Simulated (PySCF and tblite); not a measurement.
Results of a calculation; reference values are marked as such.
C₅H₆O₂, numbered as in [CH2:1]=[CH:2][O:3][C:4](=[O:5])[CH:6]=[CH2:7]. Conformers came from 150 starts (ETKDG and KDG, MMFF94s, GFN2-xTB); geometries are PBE0-D3(BJ)/def2-SVP. Energies: B3LYP-D3(BJ)/def2-TZVP (IEF-PCM, chloroform), with GFN2-xTB thermal terms (modes under about 100 cm⁻¹ blended into free rotors). Symmetry numbers and mirror images are counted. Conformers within 3 kcal/mol (GFN2-xTB free energy) were kept, 8 at most. GIAO shieldings: WP04/pcSseg-1 (IEF-PCM, chloroform). Shifts are against TMS (¹H), TMS (¹³C) at the same level. Codes: tblite and PySCF.

Torsions listed: C1–C2–O3–C4, C2–O3–C4–O5, O3–C4–C6–C7.

```json
{"conformer": "1", "shape": "179°, -1°, -179°", "point group": "Cs", "mirror pair": "no", "ΔE(DFT)": "0.00", "Δ(G−E) at 250 K": "0.00", "δ C4 (ppm)": "168.9"}
{"conformer": "2", "shape": "180°, 0°, 1°", "point group": "Cs", "mirror pair": "no", "ΔE(DFT)": "0.40", "Δ(G−E) at 250 K": "-0.08", "δ C4 (ppm)": "167.0"}
{"conformer": "3", "shape": "1°, 0°, 180°", "point group": "Cs", "mirror pair": "no", "ΔE(DFT)": "3.31", "Δ(G−E) at 250 K": "0.05", "δ C4 (ppm)": "171.8"}
{"conformer": "4", "shape": "0°, 0°, 0°", "point group": "Cs", "mirror pair": "no", "ΔE(DFT)": "3.74", "Δ(G−E) at 250 K": "-0.05", "δ C4 (ppm)": "170.1"}
```

Energies in kcal/mol; the thermal term leaves out symmetry numbers and mirror images.

(1) Work out the weights at 250 K and the ¹³C shift of C4 under fast exchange.

Results:

(1) RT = 0.497 kcal/mol. Each conformer gets RT ln(σ/g), with σ the rotational symmetry number and g = 2 for a mirror pair: 1: σ = 1, g = 1, G = 0.00 + 0.00 + 0.00 = 0.00, 0.00 above the lowest, exp(−ΔG/RT) = 1.000; 2: σ = 1, g = 1, G = 0.40 − 0.08 + 0.00 = 0.32, 0.32 above the lowest, exp(−ΔG/RT) = 0.528; 3: σ = 1, g = 1, G = 3.31 + 0.05 + 0.00 = 3.36, 3.36 above the lowest, exp(−ΔG/RT) = 0.001; 4: σ = 1, g = 1, G = 3.74 − 0.05 + 0.00 = 3.69, 3.69 above the lowest, exp(−ΔG/RT) = 0.001. The sum is 1.530, so the weights are 65.4, 34.5, 0.1, 0.0 %. The averaged shift is 168.2 ppm. At 298.15 K it is 168.2 ppm. At 298.15 K the leading conformer alone gives 168.9 ppm and bare DFT energies give 168.3 ppm.
